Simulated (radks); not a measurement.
Q: All-electron atom: Bi3+ in [Hg]. Method: scalar-relativistic Kohn-Sham, SCAN, spin-polarised, spherical densities, finite nucleus; meta-GGA in the generalised Kohn-Sham scheme; Fermi nuclear charge, rms radius 5.5211 fm; computed with a radial shooting solver on a logarithmic mesh with Libxc functionals. Some entries of the table are withheld. Estimate them.

orbital,occ.,eigenvalue (hartree),<r^2> (bohr^2)
1s,2,-3335.088,0.0003464
2s,2,(1),0.005241
2p,6,-514.4521,0.004485
3s,2,-146.4218,0.03364
3p,6,-121.4983,0.03499
3d,10,-96.37214,0.02905
4s,2,-34.66196,0.1602
4p,6,(2),0.1837
4d,10,-17.03609,0.2057
5s,2,(3),0.7767
4f,14,-6.70177,0.2322
5p,6,-4.63673,1.011
5d,10,-2.03850,1.705
6s,2,(4),4.517

A: 
(1) 2s eigenvalue (hartree): -601.2246
(2) 4p eigenvalue (hartree): -26.45941
(3) 5s eigenvalue (hartree): -6.93476
(4) 6s eigenvalue (hartree): -1.48442
